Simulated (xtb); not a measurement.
dibromo(dichloro)methane (CBr2Cl2), SMILES ClC(Br)(Cl)Br. All values are semi-empirical tight-binding results from xtb (GFN2-xTB unless named), good for trends rather than for accurate numbers. Geometry optimised at GFN2-xTB.

Q: Estimate the properties. (Estimate from the structure and the level; the computed values follow.)

A: 
| Quantity | Result |
|---|---|
| point group as xtb finds it | C2v |
| orbital gap | 3.67 eV |
| zero-point energy | 4.3 kcal/mol |
| G − E(el) at 298.15 K (modified RRHO) | -16.4 kcal/mol |
| static polarisability (D4 model) | 80.9 bohr³ |
| solvation energy, GFN2-xTB/ALPB(water) | 0.0 kcal/mol |
| solvation energy, GFN2-xTB/ALPB(acetonitrile) | -4.5 kcal/mol |
